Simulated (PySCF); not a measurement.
**Working out the ionisation energy of V**

V [Ar] 3d3 4s2 (4F) → V⁺ [Ar] 3d4 (5D). All numbers are calculated (PySCF 2.14, the non-relativistic Hamiltonian (point nucleus), in pcseg-2 (6s4p3d2f1g, 56 functions)). Frozen: [Ar]. Energies in hartree (1 hartree = 27.21139 eV):

```tsv
part	V (lower)	V⁺ (upper)
UHF	-942.873982	-942.653804
MP2 opposite-spin	-0.029762	0.000000
MP2 same-spin	-0.024434	-0.042663
```

Question: What does Hartree-Fock give?

Answer: (-942.653804) − (-942.873982) = 0.220178 hartree = 5.991 eV.

Question: What do MP2 and SCS-MP2 (6/5 opposite-spin, 1/3 same-spin) give?

Answer: The opposite-spin parts differ by 0.810 eV and the same-spin parts by -0.496 eV. MP2: 5.991 + (0.810) + (-0.496) = 6.305 eV. SCS-MP2: 5.991 + 1.2 × (0.810) + (-0.496)/3 = 6.798 eV.

Measured between the centres of the two terms (NIST): 6.732 eV, so MP2 (valence) is off by -0.427 eV.

The calculation is non-relativistic.

What remains against the reference includes basis incompleteness, the frozen core and correlation beyond second order.
